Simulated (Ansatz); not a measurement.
Isolated molecules relaxed with PBE0-D4/def2-TZVP in Ansatz; ΔE leaves out vibrations. CCSD(T)/CBS is the MP2 limit (def2-TZVPP, def2-QZVPP) plus CCSD(T) − MP2 in def2-TZVPP, frozen cores. This one scheme is used for every species. DFT in def2-TZVPP. B3LYP here is the variant with VWN-RPA as its local correlation; programs differ in this. One conformer a species, not always the lowest.

Consider the ligand exchange at a B–Cl bond: `OBCl` + `C=C(N)S` → `C=C(N)SBO` + HCl.

`OBCl`:

```xyz
5

O     0.196    0.919   -0.494
B    -0.103   -0.032    0.401
Cl   -0.121   -1.738   -0.055
H     0.390    0.580   -1.373
H    -0.362    0.271    1.521
```

`C=C(N)S`:

```xyz
9

C    -1.074   -0.509    0.112
C     0.155   -0.034   -0.102
N     0.452    1.209   -0.632
S     1.638   -0.970    0.141
H    -1.937    0.135   -0.004
H    -1.244   -1.543    0.375
H     1.223    1.689   -0.193
H    -0.349    1.802   -0.781
H     1.136   -1.779    1.084
```

`C=C(N)SBO`:

```xyz
12

C    -1.670   -0.177   -1.116
C    -0.420   -0.099   -0.667
N     0.337   -1.200   -0.238
S     0.394    1.467   -0.513
B     1.117    1.406    1.163
O     1.106    0.332    1.965
H    -2.147   -1.138   -1.275
H    -2.242    0.716   -1.322
H    -0.119   -2.084   -0.420
H     1.279   -1.198   -0.607
H     1.630    2.425    1.520
H     0.734   -0.448    1.510
```

HCl:

Z-matrix (Å, degrees):
```
Cl
H 1 1.279
```

Problem. Is it downhill or uphill in electronic energy at CCSD(T)/CBS, and by how much? (Best estimate.)

Solution. The calculation gave: Nearly level: ΔE = +0.03 eV.

Problem. What do these levels give: PBE, PBE0, B3LYP, SCS-MP2/def2-TZVPP, MP2/def2-QZVPP, HF/CBS(def2)? (Best estimate.)

Solution. Ansatz gave: PBE 0.06, PBE0 0.07, B3LYP 0.14, SCS-MP2/def2-TZVPP 0.06, MP2/def2-QZVPP 0.03, HF/CBS(def2) 0.28 eV.

Largest T1 diagnostic among the species: 0.013.

In def2-TZVPP, CCSD(T) changes the Hartree–Fock value by −0.26 eV (the triples alone add −0.04 eV) and MP2 by −0.26 eV. The D4 term adds −0.09 eV with B3LYP and −0.05 eV with PBE0; it sums over pairs of atoms, weighted by their polarisabilities, and B3LYP, whose exchange is more repulsive, gets the larger term.
